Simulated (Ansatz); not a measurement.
Reaction (formal exchange of groups at a C–C bond): `C#CC(C)O` + `C[CH2][AlH2]` → `CC[CH2][AlH2]` + `C#CCO`

Program: Ansatz. Geometries: PBE0-D4/def2-TZVP. ΔE: electronic, gas phase. CCSD(T)/CBS adds triple-zeta CCSD(T) − MP2 to the extrapolated MP2 energy (def2 sets, frozen cores). This one scheme is used for every species. DFT in def2-TZVPP. Each species was taken in one conformer, which may not be the lowest.

`C#CC(C)O`:

Cartesian coordinates in Å:
```
C 2.094 -0.683 -0.703
C 1.065 -0.377 -0.165
C -0.184 -0.023 0.509
C -0.997 0.975 -0.290
O -1.002 -1.161 0.719
H 3.003 -0.954 -1.186
H 0.080 0.430 1.477
H -1.915 1.208 0.252
H -1.257 0.552 -1.261
H -0.430 1.894 -0.444
H -0.457 -1.860 1.092
```

`C[CH2][AlH2]`:

```xyz
10

C     0.527    1.166   -0.373
C    -0.538    0.072   -0.338
Al   -0.160   -1.499    0.767
H     0.238    2.006   -1.013
H     1.482    0.788   -0.749
H     0.723    1.571    0.623
H    -0.749   -0.290   -1.355
H    -1.500    0.484   -0.001
H    -1.229   -2.675    0.863
H     1.205   -1.622    1.576
```

`CC[CH2][AlH2]`:

```xyz
13

C     1.881   -0.260    0.401
C     0.635    0.256   -0.301
C    -0.665   -0.263    0.311
Al   -2.337    0.335   -0.514
H     1.924   -1.353    0.366
H     2.795    0.127   -0.057
H     1.884    0.033    1.455
H     0.680   -0.018   -1.362
H     0.640    1.352   -0.286
H    -0.710    0.000    1.378
H    -0.669   -1.363    0.310
H    -3.732   -0.167    0.064
H    -2.326    1.322   -1.763
```

`C#CCO`:

Cartesian coordinates in Å:
```
C 1.107 -1.493 -0.222
C 0.255 -0.660 -0.076
C -0.753 0.383 0.076
O -0.237 1.588 0.596
H 1.858 -2.238 -0.341
H -1.247 0.542 -0.892
H -1.521 0.050 0.779
H 0.537 1.828 0.080
```

(1) Is it downhill or uphill in electronic energy at CCSD(T)/CBS, and by how much? (Estimate.)

(2) What do these levels give: r2SCAN-D4, B97M-V, r2SCAN, CAM-B3LYP, LC-ωPBE, MP2/def2-SVP? (An estimate is asked.)

Largest T1 diagnostic among the species: 0.012.

Results:

(1) The calculation gave: Uphill: ΔE = +13.8 kJ/mol.

(2) Ansatz gave: r2SCAN-D4 14.1, B97M-V 14.1, r2SCAN 14.1, CAM-B3LYP 13.2, LC-ωPBE 12.7, MP2/def2-SVP 15.6 kJ/mol.

Leaving LDA and LC-ωPBE aside and taking each functional with its dispersion term where it has one, the values, not all of them listed here, spread over 2.3 kJ/mol, from revPBE-D4 to r2SCAN-D4.
